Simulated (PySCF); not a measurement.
# Spinor energies of Bi⁺ (bismuth, charge +1)

Start: [Xe] 4f14 5d10 6s2 6p2; 6p3/2 filled at m_j = +1/2, +3/2. Calculated with PySCF 2.14 in x2c-SVPall-2c with one added diffuse shell each of s, p type (8s12p7d2f, 93 functions): generalised Hartree-Fock with the X2C-1e Hamiltonian and a Gaussian nucleus; one run each with spin-orbit coupling (SO) switched off, then screened by Boettger's factors. This is a chosen level, not necessarily the ground level.

| spinor shell | electrons | ε, spin-free (eV) | ε, screened SO (eV) | weight of nominal j (screened SO) | rms radius, screened SO (bohr) |
| --- | --- | --- | --- | --- | --- |
| 1s1/2 | 2 | -91052.5 | -91010.2 | 1.000 | 0.0178 |
| 2s1/2 | 2 | -16526.6 | -16512.9 | 1.000 | 0.0718 |
| 2p1/2 | 2 | -14161.2 | -15842.7 | 1.000 | 0.0606 |
| 2p3/2 | 4 | -14161.2 | -13517.3 | 1.000 | 0.0691 |
| 3s1/2 | 2 | -4069.3 | -4064.5 | 1.000 | 0.183 |
| 3p1/2 | 2 | -3383.4 | -3762.3 | 1.000 | 0.175 |
| 3p3/2 | 4 | -3383.4 | -3234.4 | 1.000 | 0.192 |
| 3d3/2 | 4 | -2679.8 | -2743.6 | 1.000 | 0.168 |
| 3d5/2 | 6 | -2679.8 | -2632.8 | 1.000 | 0.172 |
| 4s1/2 | 2 | -980.29 | -978.57 | 1.000 | 0.401 |
| 4p1/2 | 2 | -751.78 | -845.84 | 1.000 | 0.404 |
| 4p3/2 | 4 | -751.78 | -714.17 | 1.000 | 0.438 |
| 4d3/2 | 4 | -483.80 | -497.47 | 1.000 | 0.450 |
| 4d5/2 | 6 | -483.80 | -472.94 | 1.000 | 0.455 |
| 4f5/2 | 6 | -187.54 | -189.63 | 1.000 | 0.479 |
| 5s1/2 | 2 | -190.03 | -189.55 | 1.000 | 0.891 |
| 4f7/2 | 8 | -187.54 | -184.27 | 1.000 | 0.481 |
| 5p1/2 | 2 | -123.33 | -141.32 | 1.000 | 0.951 |
| 5d3/2 | 4 | -44.060 | -45.615 | 0.999 | 1.30 |
| 5d5/2 | 6 | -44.060 | -42.507 | 0.999 | 1.32 |
| 6s1/2 | 2 | -25.980 | -25.907 | 0.998 | 2.32 |
| 6p3/2 | 2 | -15.585 | -15.592 | 0.530 | 2.97 |

(1) Where does 5p3/2 lie, and what is the 5p spin-orbit splitting (screened SO)?

```
   quantity     spin-free   screened SO
E (hartree)  -21512.33825  -21553.30124
        M_J             2             2
       ⟨J²⟩         6.008         6.010
       ⟨L²⟩         2.004         3.936
       ⟨S²⟩         2.004         1.365
```

Each row is a mean over spinors that exchange with the open shell spreads, by up to 2.788 eV (6p3/2).

Rows whose weight is well below 1 are mixtures of j = l ± 1/2: exchange outweighs spin-orbit coupling there, and the label is only the starting occupation.

Breit and QED terms are absent; they matter most for the inner s and p1/2 levels.

Densities and radii are taken from the X2C orbitals without a picture-change correction, which distorts them close to the nucleus.

Without spin-orbit coupling the j labels of p, d and f shells carry no meaning; the spin-free column gives the mean over the occupied spinors of each nl shell.

Answers

(1) At -116.01 eV, 25.316 eV above 5p1/2.
